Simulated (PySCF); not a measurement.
## Badger's rule along the fifth-period p block: bonds to Tl

CCSD(T) in PySCF with def2-SVP on every atom (core potentials on In, Sn, Sb, Te, I, Tl), for the lowest determinant that a PBE0 search found; no spin–orbit coupling. Badger's rule says that Re = d + c·k^(−1/3) for bonds between atoms of fixed rows.

| molecule | state (unpaired electrons) | Re (Å) | k (mdyn/Å) |
| --- | --- | --- | --- |
| TlI | singlet (closed shell) | 2.883 | 1.04 |
| TlSn | quartet (σ ↑, π ↑↑) | 2.936 | ? |
| TlTe | doublet (π ↑) | 2.948 | ? |
| TlSb | triplet (π ↑↑) | 3.055 | ? |
| TlIn | triplet (σ ↑, π ↑) | 3.101 | 0.443 |

Question: Fix c and d from TlI and TlIn.

Answer: c = (3.101 − 2.883)/(0.443^(−1/3) − 1.04^(−1/3)) = 0.671, d = 2.883 − c·1.04^(−1/3) = 2.220 Å.

Question: Predict k of the others and set the computed values beside them.

Answer: 

| molecule | k by the rule | k computed | difference (%) |
| --- | --- | --- | --- |
| TlSn | 0.826 | 0.697 | 18 |
| TlTe | 0.785 | 0.881 | -11 |
| TlSb | 0.520 | 0.638 | -18 |

The rule misses by 16 % on average; it knows nothing of spin state or of how ionic a bond is, and both change along this series.

Correlated steps freeze 8 core orbitals. These are scalar-relativistic numbers at best; spin–orbit coupling would shift them, the dissociation energy most. States were picked by a PBE0 search and need not be the measured ground states.
